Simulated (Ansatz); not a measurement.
Reaction (cleavage of the B–Sn bond): `C[B]([SiH3])[SnH3]` + CH₃NH₂ → `CNB(C)[SiH3]` + `[SnH4]`

Gas-phase electronic energies from Ansatz, PBE0-D4/def2-TZVP geometries. CCSD(T)/CBS adds triple-zeta CCSD(T) − MP2 to the extrapolated MP2 energy (def2 sets, frozen cores). Functionals use def2-TZVPP. B3LYP here is the variant with VWN-RPA as its local correlation; programs differ in this. def2 core potentials past Kr. For Sn outer-core shells are correlated without core-valence functions, which leaves a few kJ/mol of doubt a bond. One conformer a species, not always the lowest.

| level | ΔE (kJ/mol) | difference from CCSD(T)/CBS |
| --- | --- | --- |
| B3LYP-D4 | -157.1 | -10.7 |
| ωB97X-V | -155.7 | -9.3 |
| ωB97M-V | -158.4 | -12.0 |
| B2PLYP | -157.7 | -11.3 |
| PBE | -152.2 | -5.8 |
| r2SCAN | -155.3 | -8.9 |
| PBE0 | -152.9 | -6.5 |
| B3LYP | -157.4 | -11.0 |
| MP2/def2-TZVPP | -155.0 | -8.6 |
| CCSD/def2-TZVPP | -153.0 | -6.6 |
| HF/def2-QZVPP | -153.4 | -7.0 |
| MP2/def2-QZVPP | -150.2 | -3.8 |
| SCS-MP2/def2-QZVPP | -150.6 | -4.2 |
| HF/CBS(def2) | -153.3 | -6.9 |
| MP2/CBS(def2) | -146.9 | -0.5 |
| CCSD/CBS(def2) | -144.9 | 1.5 |
| CCSD(T)/CBS | -146.4 | 0 |

Largest T1 diagnostic among the species: 0.014.
